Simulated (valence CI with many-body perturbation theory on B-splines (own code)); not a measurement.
The numbers below are computed, except where a source is named.
# Ir VII: what each term of the Hamiltonian does

Method: valence CI with perturbative core correlation (CI+MBPT): three valence electrons over a frozen Dirac-Fock core [Xe] 4f14, a basis of 9 s, 9 p, 10 d, 8 f, 5 g, 3 h, 1 i functions for each j, with the one-electron correlation potential Σ1, the two-electron term Σ2, the three-electron term Σ3, Breit, model QED; selected CI, second order for the rest, scaled by the run's own slope (own B-spline code, finite nucleus).

No measured spectrum was set against this ion. As an estimate, terms of the open shell hold to 2 to 4 % of their energy, and close levels can change places; different configurations can be misplaced against each other by 1,000 to 8,000 cm⁻¹. Core correlation moves these levels by up to 17000 cm⁻¹, and in measured spectra 5 to 20 % of such shifts remained as error; rates that hang on mixing are uncertain with them.

Each rung adds one term. CI alone is the Dirac-Coulomb CI over the frozen core; QED comes last and gives the full result, which names the levels. Energies are above 5d³ ⁴F_3/2 on the same rung, in eV.

Names give the largest LS component (configuration and term), which can be under half, so a name can repeat, a term be missing and a line seem to break the LS rules; names also repeat where a configuration has a term twice. Letters in brackets count levels of one name in rising energy.

```tsv
Level	CI alone	+ Σ1	+ Σ2	+ Σ3	+ Breit	Full
5d³ ⁴F_5/2	0.915	0.998	1.017	1.020	0.995	0.999
5d³ ⁴F_7/2	1.629	1.749	1.773	1.775	1.738	1.744
5d³ ⁴P_3/2	2.021	2.087	2.111	2.126	2.109	2.112
5d³ ⁴F_9/2	2.086	2.207	2.205	2.203	2.168	2.173
5d³ ⁴P_1/2	2.375	2.460	2.464	2.479	2.457	2.461
5d³ ²G_7/2	3.242	3.404	3.422	3.411	3.365	3.372
5d³ ²H_9/2	3.416	3.593	3.561	3.565	3.512	3.520
5d³ ⁴P_5/2	3.516	3.672	3.700	3.698	3.654	3.661
5d³ ²D_3/2 [a]	3.901	4.085	4.193	4.182	4.132	4.140
5d³ ²P_1/2	4.034	4.228	4.332	4.363	4.311	4.320
5d³ ²H_11/2	4.575	4.779	4.690	4.693	4.636	4.644
5d³ ²D_5/2 [a]	4.838	5.055	5.159	5.131	5.073	5.083
5d³ ²G_9/2	5.238	5.522	5.558	5.551	5.469	5.482
5d³ ²F_5/2	5.619	5.787	5.720	5.724	5.683	5.690
5d³ ²F_7/2	5.748	5.947	5.884	5.890	5.837	5.846
5d³ ²P_3/2	5.565	5.849	6.073	6.089	6.011	6.024
5d³ ²D_3/2 [b]	8.320	8.563	8.652	8.636	8.578	8.588
5d³ ²D_5/2 [b]	8.411	8.687	8.876	8.864	8.794	8.806
5d²6s ⁴F_3/2	15.786	16.136	16.857	16.891	16.909	16.970
5d²6s ⁴F_5/2	16.183	16.545	17.286	17.315	17.329	17.391
5d²6s ⁴F_7/2	17.277	17.728	18.495	18.527	18.512	18.579
5d²6s ²F_5/2	17.959	18.397	19.181	19.201	19.193	19.257
5d²6s ⁴P_1/2	18.108	18.496	19.202	19.232	19.242	19.305
5d²6s ⁴F_9/2	18.218	18.717	19.491	19.521	19.492	19.561
5d²6s ⁴P_3/2	18.710	19.161	19.883	19.913	19.903	19.969
5d²6s ⁴P_5/2	18.737	19.193	19.953	19.977	19.964	20.029
5d²6s ²F_7/2	19.287	19.771	20.525	20.540	20.521	20.585
5d²6s ²D_3/2	19.286	19.755	20.535	20.552	20.538	20.603
5d²6s ²P_1/2	20.047	20.499	21.240	21.244	21.237	21.299
5d²6s ²G_9/2	20.418	20.939	21.622	21.636	21.604	21.672
5d²6s ²D_5/2	20.494	21.058	21.882	21.904	21.859	21.931
```

(1) How does the ionisation energy move along the ladder, and which term matters most?

Results:

(1) CI alone 87.057, + Σ1 88.663, + Σ2 89.487, + Σ3 89.486, + Breit 89.468, + QED 89.481 eV. The largest step is Σ1, 1.606 eV. NIST lists 89 ± 2 eV (theoretical).
